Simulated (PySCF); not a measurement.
Two species compared at the same levels of theory.

First species: C5H14OSSi2.
SMILES: `CO[C@@H]1[C@@H]([SiH2]C)[Si@H]1SC`

Second species: C5H11N3Si.
SMILES with atom numbers: `[CH3:1][Si:2]([CH3:3])([CH3:4])[c:5]1[cH:6][n:7][n:8][nH:9]1` (hydrogens: H10, H11, H12 on C1; H13, H14, H15 on C3; H16, H17, H18 on C4; H19 on C6; H20 on N9)

Structure used (GFN2-xTB), in Å, numbered top down from 1:
```
atom  x, y, z in Å
C1    -1.430    1.136   -1.208
Si2   -0.599   -0.106   -0.033
C3    -1.313    0.034    1.730
C4    -0.785   -1.884   -0.701
C5     1.239    0.294    0.047
C6     1.961    1.455   -0.174
N7     3.265    1.207    0.032
N8     3.412   -0.017    0.365
N9     2.214   -0.589    0.383
H10   -0.967    1.124   -2.190
H11   -1.361    2.149   -0.825
H12   -2.483    0.906   -1.338
H13   -2.385   -0.135    1.733
H14   -0.865   -0.690    2.406
H15   -1.135    1.021    2.147
H16   -0.271   -2.008   -1.650
H17   -1.831   -2.124   -0.865
H18   -0.389   -2.624   -0.012
H19    1.612    2.423   -0.466
H20    2.106   -1.563    0.616
```

Levels: PBE0/pcSseg-1 for dipole moment, HOMO energy, LUMO energy and HOMO–LUMO gap; GFN2-xTB for rotational constant A and rotational constant C. Geometries: GFN2-xTB. Each structure is a single optimised conformer of the isolated species, non-relativistic unless stated; the electronic structure was computed with PySCF and density fitting.

The conformers computed, where there is a choice (atom-mapped SMILES and torsion angles):
- `[CH3:1][O:2][C@@H:3]1[C@@H:4]([SiH2:5][CH3:6])[Si@H:7]1[S:8][CH3:9]`: C1–O2–C3–C4 160°, C3–C4–Si5–C6 -129°, C4–Si7–S8–C9 -85°
- `[CH3:1][Si:2]([CH3:3])([CH3:4])[c:5]1[cH:6][n:7][n:8][nH:9]1`: C1–Si2–C5–C6 25°

Values for the first species:

| Property | Result |
| --- | --- |
| Dipole moment | 1.13 D |
| HOMO energy | -6.31 eV |
| LUMO energy | -0.13 eV |
| HOMO–LUMO gap | 6.18 eV |
| Rotational constant A | 0.862 GHz |
| Rotational constant C | 0.450 GHz |

Problem. Estimate the same properties for the second species, and the change in each.

Solution. 
```tsv
property	first	second	second less first
dipole moment	1.13 D	5.05 D	+3.92 D
HOMO energy	-6.31 eV	-7.45 eV	-1.14 eV
LUMO energy	-0.13 eV	-0.20 eV	-0.07 eV
HOMO–LUMO gap	6.18 eV	7.25 eV	+1.07 eV
rotational constant A	0.862 GHz	2.339 GHz	+1.477 GHz
rotational constant C	0.450 GHz	0.821 GHz	+0.371 GHz
```

On the first: A dipole of 1.13 D is allowed in C1, and pure rotational transitions are dipole-allowed. The dipole matches unit charges of opposite sign 0.24 Å apart (1 e·Å = 4.8032 D). GFN2-xTB frequencies show an imaginary mode (34i cm⁻¹), so this geometry is no minimum at that level.

On the second: In atomic units the dipole is 1.99 e·bohr (1 au = 2.5417 D). A dipole of 5.05 D is allowed in C1, and pure rotational transitions are dipole-allowed.
